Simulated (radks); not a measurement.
Task: Radial electron density D(r) = 4 pi r^2 rho(r) of an atom or ion with 17 electrons. All-electron calculation, scalar-relativistic Kohn-Sham, LDA (Slater exchange, Perdew-Wang correlation), spin-polarised, spherical densities, point nucleus. Program: a radial shooting solver on a logarithmic mesh with Libxc functionals.

```
   r/bohr * D(r) (the largest magnitude, 30.9, reaches the edge; | marks zero)
 0.004668 |   *
 0.005886 |     *
 0.007364 |       *
 0.009287 |           *
  0.01171 |                *
  0.01465 |                      *
  0.01848 |                             *
  0.02312 |                                     *
  0.02916 |                                            *
  0.03677 |                                                 *
    0.046 |                                                  *
  0.05801 |                                               *
  0.07258 |                                          *
  0.09153 |                                       *
   0.1154 |                                        *
   0.1444 |                                               *
   0.1821 |                                                      *
   0.2278 |                                                      *
   0.2873 |                                          *
   0.3624 |                          *
   0.4533 |                *
   0.5717 |               *
   0.7153 |                  *
    0.902 |               *
    1.138 |       *
    1.423 |  *
    1.795 *
    2.245 *
    2.832 *
```

What is the nuclear charge?

Result: Z = 24. The innermost maximum, from 1s, lies near gamma/Z bohr with gamma = sqrt(1 - (Z/c)^2) = 0.985, here 0.041 bohr (found: 0.0442), and its height grows with Z. The density is that of the chromium ion Cr7+ in [Ne] 3s2 3p5; the configuration itself is not fixed sharply by these data, and Z only to about a unit. D(r) has 3 maxima, at r = 0.0442, 0.202, 0.727 bohr, and minima at 0.0976, 0.507 bohr, inside which lie 2.12, 10.39 electrons.
